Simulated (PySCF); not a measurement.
Magnetisability: SMILES [GaH2][NH][C@]12C[C@H]1C2, C₄H₈GaN

Geometry:
```tsv
atom	x (Å)	y (Å)	z (Å)
Ga1	1.260	-2.738	-0.405
N2	0.830	-1.083	0.225
C3	-0.242	-0.282	-0.213
C4	-0.739	1.069	0.176
C5	-1.675	-0.109	0.204
C6	-1.338	-0.630	-1.160
H7	0.670	-3.292	-1.723
H8	2.310	-3.520	0.428
H9	1.200	-0.739	1.109
H10	-0.402	1.467	1.127
H11	-0.879	1.832	-0.584
H12	-2.285	-0.510	0.984
H13	-1.522	-0.004	-2.028
H14	-1.494	-1.694	-1.339
```

Method: PySCF 2.14.0, GIAO KT3/pcSseg-1 magnetisability, rotational g tensor and spin-rotation constants, non-relativistic, gas phase. Geometry: GFN2-xTB, dihedral held. The dihedral C4–C3–N2–Ga1 is held at 180°.

The calculation is non-relativistic, which matters for the atoms heavier than Zn.

Q: What are the magnetisability and the molar susceptibility?

A: Isotropic -1253 × 10⁻³⁰ J/T², or -75.5 × 10⁻⁶ cm³/mol; principal values -1368, -1246, -1146 × 10⁻³⁰ J/T², anisotropy 192 × 10⁻³⁰ J/T² (root of half the summed squared differences of the principal values). The susceptibility is in cgs units.

Q: Split it along the inertial axes a, b, c into diamagnetic and paramagnetic parts about the centre of mass, with the quadrupole moment.

A: 
```csv
axis,χ (10⁻⁶ cm³/mol),diamagnetic (10⁻⁶ cm³/mol),paramagnetic (10⁻⁶ cm³/mol),summed x² of all electrons (Å²),quadrupole Θ (D Å)
a,-75.9,-271.7,195.9,231.8,-5.17
b,-70.7,-1069.0,998.3,43.8,+2.62
c,-79.8,-1169.2,1089.4,20.2,+2.54
```
Anisotropies 2χaa − χbb − χcc = -1.1 and 2χbb − χaa − χcc = +14.2 × 10⁻⁶ cm³/mol. Θ is traceless in Buckingham's convention.

Q: And the rotational g tensor?

A: 
| axis | rotational constant (GHz) | g | nuclear part | electronic part |
| --- | --- | --- | --- | --- |
| a | 7.5430 | -0.0261 | 0.6681 | -0.6942 |
| b | 1.1725 | -0.0094 | 0.5405 | -0.5499 |
| c | 1.0779 | -0.0040 | 0.5477 | -0.5517 |

Asymmetric top; isotopes 12C, 69Ga, 1H, 14N; no vibrational averaging.
